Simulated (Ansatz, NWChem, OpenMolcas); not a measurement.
**A ladder of methods for AlSnSiH7 (SMILES [SiH3][AlH][SnH3])**

AlSnSiH7: 10 atoms, total charge 0, spin state singlet. As SMILES, `[SiH3][AlH][SnH3]`. Geometry: relaxed at PBE0-D4/def2-TZVP.

```xyz
10

Si   -1.7276    1.0169   -0.9874
Al    0.6309    0.3661   -0.7718
Sn    1.4038   -1.1437    1.2796
H    -2.5845   -0.2027   -1.0560
H    -2.0258    1.8525   -2.1838
H    -2.1545    1.7801    0.2215
H     1.7232    0.8245   -1.8331
H     2.6080   -0.3743    2.2246
H     0.1284   -1.5415    2.3498
H     2.0814   -2.6290    0.7598
```

Quantity: the vertical energy of the triplet above the singlet, in eV. The values are calculated.

```
                            level                    kind     program  value (eV)  CPU time (all runs)
  SVWN5/def2-SVP (core potential)                     LDA  OpenMolcas        2.88                 51 s
 revPBE/def2-SVP (core potential)                     GGA  OpenMolcas        2.76                 76 s
 r2SCAN/def2-SVP (core potential)                meta-GGA      Ansatz        2.78                 49 s
 M06-2X/def2-SVP (core potential)         hybrid meta-GGA      NWChem        2.96                 96 s
wB97M-V/def2-SVP (core potential)  range-separated hybrid      Ansatz        3.29                5 min
 B2PLYP/def2-SVP (core potential)           double hybrid      Ansatz        3.15                 50 s
    MP2/def2-SVP (core potential)     perturbation theory      NWChem        3.24                2 min
BCCD(T)/def2-SVP (core potential)   coupled cluster or CI      Ansatz        3.12                3 min
```

Spin-orbit coupling is left out. The values span 2.76 to 3.29 eV. In the correlated wave-function rows the outer d shell of Sn is correlated, in sets not made for it. CPU times are rough (shared hosts, several kinds of processor and program).
